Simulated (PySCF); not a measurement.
Species: [AuCl4]- (charge -1 and singlet state).
SMILES: `[Cl][Au-]([Cl])([Cl])[Cl]`

The closed-shell ground state was solved at several levels (PySCF, density fitting, gas phase). Isolated species at its PBE0-D3(BJ)/def2-SVP geometry, gas phase. Atoms past krypton carry effective core potentials; spin–orbit coupling is left out. The geometry's basis has no diffuse functions, a weakness for an anion. No diffuse functions stand in pcSseg-1 (def2-TZVP on Au), which bears on an anion's orbital energies.

```csv
level,basis functions,HOMO (eV),LUMO (eV),gap (eV)
KT2/pcSseg-1 (def2-TZVP on Au),136,-2.57,-0.73,1.84
wB97X-D/def2-SVPD,143,-5.91,1.25,7.16
```

Q: Estimate the row for PBE0/pcSseg-1 (def2-TZVP on Au), a basis of 136 functions; the other rows only guide the guess.

A: HOMO -3.91 eV, LUMO -0.01 eV, gap 3.90 eV.

Q: Over all these levels, which gives the widest orbital gap and which the narrowest?

A: wB97X-D/def2-SVPD (range-separated hybrid) has the widest, 7.16 eV, and KT2/pcSseg-1 (def2-TZVP on Au) (GGA) the narrowest, 1.84 eV. Functional and basis both differ between the two, so the spread mixes both effects.
